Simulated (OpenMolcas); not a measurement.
Ir3+ in K2NaGaF6: curves along the breathing mode

Ir3+ with its 6 nearest fluoride ions, on the Ga site of K2NaGaF6 (a = 8.246 Å, distance in the model lattice 1.938 Å). The rest of the host is ab initio model potentials to 7.6 Å, with orthogonalisation functions on the cations behind the ligands, and point charges beyond; the distance is set by hand and nothing relaxes. Ligand basis ANO-RCC-VDZP.

| Quantity | Value |
| --- | --- |
| Program | OpenMolcas 26.06 |
| Method | SS-CASPT2, IPEA 0.25 Eh, imaginary shift 0.1 Eh (closed shells correlated: 5s 5p and the ligand valence shells) |
| Basis | ANO-RCC-VDZP [7s6p4d2f] |
| Scalar Hamiltonian | DKH2, point nucleus |
| Active space | 6 electrons in 5 orbitals (5d) |
| State averaging | 2S+1 = 5 even, 5 roots; 2S+1 = 3 even, 45 roots; 2S+1 = 1 even, 50 roots |
| Spin-orbit coupling | RASSI with atomic mean-field integrals over the reference wave functions |

Spin-free energies (labels of O, the rotations of Oh) in cm-1 above the lowest fitted minimum, as all ligands move together:

```
R (Å)    1A1    3T2    1T1    1T2    5T2     3E  1T2(2)
1.885   5310  40030  40150  48430  58810  73490   76080
1.928   1090  32470  32700  40880  48110  62810   65380
1.972     40  28450  28670  36610  41010  55930   58490
2.015   1730  27530  27700  35880  37790  52690   55070
2.058   5700  29250  29590  37580  37430  52350   54720
2.102  11860  33340  33880  41640  39710  54670   57030
```

Cubic fits give the following; the wavenumber is harmonic, with the mass of all moving ligands, small differences in it between states hang on the degree of the fit, a number in brackets counts states of one label, and the table is a selection of at most 14 states with clean curves.

```csv
State,R0 (Å),Breathing mode (cm-1),Minimum (cm-1)
1A1,1.966,665,0
3T2,2.007,659,27480
1T1,2.007,667,27690
1T2,2.007,661,35780
5T2,2.041,659,37230
3E,2.041,656,52160
1T2(2),2.042,662,54530
1E,2.043,653,55200
1A1(2),2.042,656,55540
1A2,2.042,655,60160
3A2,2.043,651,62830
5E,2.077,646,64260
1E(2),2.042,653,67090
3E(2),2.077,645,76320
```

The minimum of 1T1 is shifted by +0.0409 Å against 1A1 (from the unrounded fits). With M = 114.0 u for the moving shell, the Huang-Rhys factor in this mode is S = M ω ΔR² / 2ħ = 0.01483 × 114.0 × 665 × 0.0409² = 1.88. Only the first shell moves, against a rigid host.

Roots that are degenerate in the reference are averaged as groups; the widest CASPT2 spread within a group is 680 cm-1 (the 3-fold group of multiplicity 3 near 75400 cm-1 above the lowest state of its run, R = 1.928). Shifts and gaps below about the spread of the groups concerned are not significant. Over all roots computed the reference weight is 0.72 to 0.73 in R = 1.885, 0.72 to 0.73 in R = 1.928, 0.71 to 0.73 in R = 1.972, 0.71 to 0.73 in R = 2.015, 0.71 to 0.73 in R = 2.058, 0.71 to 0.73 in R = 2.102; a low but even weight reflects the number of correlated electrons. Ligand-to-metal charge-transfer states are missing. With no ligand orbital active B as a rule stays too high, so bands that hang on it stand too high and its fall with covalency is understated. With one d shell and no ligand orbital active, 10Dq can be off by a tenth or more. The least metal-like active orbital is 75 % on the metal (Löwdin) and no ligand orbital is active, so the numbers are rough (holds for R = 1.885). The least metal-like active orbital is 76 % on the metal (Löwdin) and no ligand orbital is active, so the numbers are rough (holds for R = 1.928). The least metal-like active orbital is 77 % on the metal (Löwdin) and no ligand orbital is active, so the numbers are rough (holds for R = 1.972). The least metal-like active orbital is 78 % on the metal (Löwdin) and no ligand orbital is active, so the numbers are rough (holds for R = 2.015; R = 2.058). The least metal-like active orbital is 79 % on the metal (Löwdin) and no ligand orbital is active, so the numbers are rough (holds for R = 2.102). No measured value stands beside these numbers.
